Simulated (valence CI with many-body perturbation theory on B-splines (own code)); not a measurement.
**Kr V: calculated level list**

Calculated by relativistic CI+MBPT: four valence electrons over a frozen Dirac-Fock core [Ar] 3d10, a basis of 11 s, 11 p, 10 d, 8 f, 5 g, 2 h functions for each j, with the one-electron correlation potential Σ1, the two-electron term Σ2, the three-electron term Σ3, Breit, model QED; selected CI, second order for the rest, scaled by the run's own slope (own B-spline code, finite nucleus).

Set against measurement, 34 paired levels are off by 137 cm⁻¹ on average, the worst by 790. These come from a selection out of Saloman, J. Phys. Chem. Ref. Data 36, 215 (2007). Levels without a partner in it may be off by more. Among the levels kept, up to 1200 cm⁻¹ of a level comes from second order outside the variational space, and about a tenth of that is noise between levels of different J, which matters for small intervals. 7 measured levels below the end of the list, from 289998 cm⁻¹ on, found no clear computed partner, and computed levels of the same name lie up to 46756 cm⁻¹ from them.

Levels 91 to 135 of 177, with energies above the lowest level, 4s2 4p2 3P_0. "Leading %" is the weight of the configuration and term that name the level; weights of strongly mixed levels are sums over their largest components and can fall short. Lifetimes count E1, E2, E3, M1 and M2 decay at the calculated energies, and are blank where another channel may lead or the interval is too uncertain; long ones can be off by a factor of two.

```
No.  Configuration  Term  J  E (eV)  Leading %    Second component      g  Lifetime
 91      4s 4p2 4d    3D  1  43.307         87    7 % 4s2 4p 4f 3D  0.509   36.4 ps
 92      4s 4p2 4d    3P  0  43.326         60   21 % 4s 4p2 5s 3P           113 ps
 93      4s 4p2 4d    3F  4  43.362         50   13 % 4s 4p2 4d 1G  1.180   55.4 ps
 94      4s 4p2 4d    3D  2  43.420         85    5 % 4s2 4p 4f 3D  1.156   37.5 ps
 95      4s2 4p 4f    3G  3  43.451         34   24 % 4s 4p2 4d 3G  0.941   52.1 ps
 96      4s 4p2 4d    3P  1  43.472         64   14 % 4s 4p2 5s 3P  1.506   90.2 ps
 97      4s 4p2 5s    5P  3  43.637         91                      1.631    208 ps
 98      4s2 4p 4f    3G  4  43.675         52   30 % 4s 4p2 4d 3G  1.045   71.5 ps
 99      4s 4p2 4d    3P  2  43.702         68     11 % 4s2 4d2 3P  1.492   72.8 ps
100      4s 4p2 4d    3D  3  43.758         53   15 % 4s 4p2 4d 1F  1.221   49.1 ps
101      4s2 4p 5d   1D°  2  43.848         40  29 % 4s2 4p 5d 3D°  0.990    327 ps
102      4s2 4p 4f    3G  5  43.883         62   33 % 4s 4p2 4d 3G  1.201   65.2 ps
103      4s2 4p 5d   3F°  4  43.921         95                      1.250    491 ps
104      4s 4p2 4d    1P  1  43.938         81    5 % 4s 4p2 4d 3S  1.008   57.5 ps
105      4s2 4p 5d   3D°  3  43.970         66  28 % 4s2 4p 5d 3F°  1.257    298 ps
106      4s 4p2 5s    3P  0  44.146         71   17 % 4s 4p2 4d 3P          39.2 ps
107      4s2 4p 5d   3P°  2  44.171         64  26 % 4s2 4p 5d 3D°  1.380    299 ps
108      4s2 4p 5d   3P°  1  44.234         75  16 % 4s2 4p 5d 3D°  1.317    257 ps
109      4s2 4p 5d   3P°  0  44.293         90   5 % 4s2 4p 6s 3P°           229 ps
110      4s 4p2 5s    3P  1  44.433         76   10 % 4s 4p2 4d 3P  1.520   43.7 ps
111      4s2 4p 5d   1F°  3  44.551         84   6 % 4s2 4p 5d 3F°  1.024    213 ps
112      4s2 4p 6s   3P°  0  44.563         90   5 % 4s2 4p 5d 3P°           196 ps
113      4s 4p2 4d    3S  1  44.569         85    5 % 4s 4p2 4d 3P  1.915   43.0 ps
114      4s2 4p 6s   3P°  1  44.597         66  26 % 4s2 4p 6s 1P°  1.349    151 ps
115      4s2 4p 5d   1P°  1  44.751         80   8 % 4s2 4p 5d 3P°  1.021    274 ps
116      4s 4p2 5s    3P  2  44.903         80    6 % 4s 4p2 4d 3P  1.481   47.5 ps
117      4s 4p2 4d    3D  1  45.085         85    7 % 4s 4p2 4d 1P  0.560   61.7 ps
118      4s 4p2 4d    3D  2  45.166         79    6 % 4s 4p2 4d 1D  1.157   65.2 ps
119      4s2 4p 6s   3P°  2  45.547         95                      1.501    166 ps
120      4s 4p2 4d    3D  3  45.595         84    5 % 4s 4p2 4d 3F  1.315   59.0 ps
121      4s2 4p 6s   1P°  1  45.643         69  26 % 4s2 4p 6s 3P°  1.137    113 ps
122      4s 4p2 4d    1D  2  45.743         49     14 % 4s2 4d2 1D  0.990   47.3 ps
123      4s 4p2 4d    3F  2  46.125         51   11 % 4s2 4p 4f 3F  0.744   36.2 ps
124      4s 4p2 4d    3F  3  46.287         53   14 % 4s 4p2 4d 3D  1.127   40.2 ps
125      4s 4p2 4d    3F  4  46.573         68   13 % 4s2 4p 4f 3F  1.248   39.2 ps
126      4s2 4p 6p    3D  1  46.594         49   25 % 4s 4p2 5s 3D  0.617    187 ps
127      4s 4p2 5s    3D  2  46.848         41   40 % 4s2 4p 6p 3D  1.176    148 ps
128      4s2 4p 6p    1P  1  46.994         32   28 % 4s2 4p 6p 3P  1.276    300 ps
129      4s 4p2 5s    3D  3  47.091         74   13 % 4s2 4p 6p 3D  1.339    102 ps
130      4s2 4p 6p    3P  0  47.130         78   13 % 4s2 4p 6p 1S           713 ps
131      4s 4p2 5s    3D  1  47.318         49   19 % 4s2 4p 6p 3D  0.708    141 ps
132      4s 4p2 5s    3D  2  47.326         34   21 % 4s2 4p 6p 1D  1.154    159 ps
133      4s 4p2 4d    3D  3  47.371         56   11 % 4s2 4p 4f 3D  1.300   37.9 ps
134      4s 4p2 4d    1D  2  47.476         34    9 % 4s 4p2 4d 3D  1.036   38.6 ps
135      4s 4p2 4d    1S  0  47.560         44         27 % 4p4 1S          30.7 ps
```

Names give the largest LS component (configuration and term), which can be under half, so a name can repeat, a term be missing and a line seem to break the LS rules; names also repeat where a configuration has a term twice.

Where two levels of one J and parity lie close, their mixing, g and order are uncertain.
